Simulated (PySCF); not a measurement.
Species: C₅H₅Br.
Cartesian coordinates in Å at the GFN2-xTB level; atoms count from 1:
```
atom  x, y, z in Å
Br1   -2.1497    1.9435   -0.6310
C2    -0.7016    0.7999   -0.2576
C3     0.6047    1.1022   -0.3007
C4     1.3505   -0.0811    0.0659
C5     0.5044   -1.0879    0.3284
C6    -0.9024   -0.6231    0.1467
H7     1.0411    2.0490   -0.5594
H8     2.4237   -0.1115    0.1117
H9     0.7536   -2.0891    0.6257
H10   -1.4307   -1.1934   -0.6207
H11   -1.4881   -0.7059    1.0651
```

Vertical excitations from PySCF (density fitting, frozen core in the response, grid level 2 and gas phase unless stated; continuum runs use non-equilibrium linear response for the excitations) on a GFN2-xTB geometry. Reference run:

```
                              settings    S1, eV (f)    S2, eV (f)    S3, eV (f)    S4, eV (f)    S5, eV (f)    S6, eV (f)  T1, eV (Tamm–Dancoff)  mean α (au)
PBE0/def2-SVPD, full TDDFT, 6 singlets  4.71 (0.152)  5.18 (0.000)  5.95 (0.000)  6.12 (0.014)  6.49 (0.005)  6.80 (0.002)                   2.87         77.8
```

**Question.** What do these settings give: (1) PBE0/def2-SVPD, grid level 1, TDA, 12 singlets; (2) PW91/pcSseg-1, start guess huckel, energy threshold 1e-07 Eh, TDA, 6 singlets?

**Answer.** 
```
                                                                     settings    S1, eV (f)    S2, eV (f)    S3, eV (f)    S4, eV (f)    S5, eV (f)    S6, eV (f)  T1, eV (Tamm–Dancoff)  mean α (au)
                               PBE0/def2-SVPD, grid level 1, TDA, 12 singlets  5.01 (0.230)  5.21 (0.000)  5.95 (0.000)  6.12 (0.015)  6.52 (0.005)  6.81 (0.001)                   2.87         77.8
PW91/pcSseg-1, start guess huckel, energy threshold 1e-07 Eh, TDA, 6 singlets  4.75 (0.204)  4.98 (0.001)  5.09 (0.000)  5.93 (0.014)  6.32 (0.003)  6.61 (0.004)                   2.90         67.5
```

(1) S1 moves by +0.30 eV. (2) S1 moves by +0.04 eV; functional, basis and response scheme change together, so the shift can't be laid on one. States are counted by energy in each run and needn't keep their character from row to row.

**Question.** Which orbital pairs make up S1 in each run, and how does it sit against the orbital gap?

**Answer.** 
```
                                                                     settings  S1 configurations (weight)  S1 (eV)  orbital gap (eV)  S1 − gap (eV)
                                       PBE0/def2-SVPD, full TDDFT, 6 singlets                    H→L 0.98     4.71              5.41          -0.70
                               PBE0/def2-SVPD, grid level 1, TDA, 12 singlets                    H→L 0.95     5.01              5.41          -0.40
PW91/pcSseg-1, start guess huckel, energy threshold 1e-07 Eh, TDA, 6 singlets                    H→L 0.87     4.75              3.52          +1.23
```

 Relativistic effects, spin–orbit coupling among them, are left out although an element past zinc is present.
